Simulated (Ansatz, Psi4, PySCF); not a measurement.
FSr (SMILES [F][Sr+]), charge +1, singlet, geometry from GFN2-xTB (such geometries of metal compounds can be far from the true shape) (core potentials on Sr). Base run: B3LYP5/def2-TZVP (PySCF).

PySCF was given this input:
```python
from pyscf import gto, scf, dft

mol = gto.M(
    atom='''
Sr   -0.00000000   -0.00000000   -0.41292721
F     0.00000000    0.00000000    1.74347045
''',
    basis='def2-tzvp',
    ecp={'Sr': 'def2-tzvp'},
    charge=1,
    verbose=4,
)

mf = dft.RKS(mol)
mf.xc = 'b3lyp5'
mf.kernel()
```

The same geometry, method and basis name were run in Ansatz (a quantum-chemistry and plane-wave program) and Psi4 and PySCF, at each program's defaults and at the settings that a row names. The base is PySCF at its defaults. Differences at the defaults can come from grids, fitting, cores and function types together.

| code and settings | ΔE vs base (µEh) | basis functions | E (Eh) | SCF cycles |
|---|---|---|---|---|
| PySCF, defaults (exact integrals, its default grid, spherical functions) | 0.0 | 64 | -130.39364 | 9 |
| Psi4, defaults (density fitting with its default set, its default grid, spherical functions) | -65.1 | 64 | -130.39370 | 9 |
| Ansatz, defaults (factorised integrals, its default grid, spherical functions) | -3.6 | 64 | -130.39364 | - |
| PySCF, density fitting with def2-universal-jkfit | -36.8 | 64 | -130.39367 | 9 |
| PySCF, fine grid | -9.4 | 64 | -130.39365 | 9 |
| Psi4, exact integrals, spherical functions, fine grid | -9.3 | 64 | -130.39365 | 11 |
| Ansatz, high accuracy | -9.6 | 64 | -130.39365 | - |
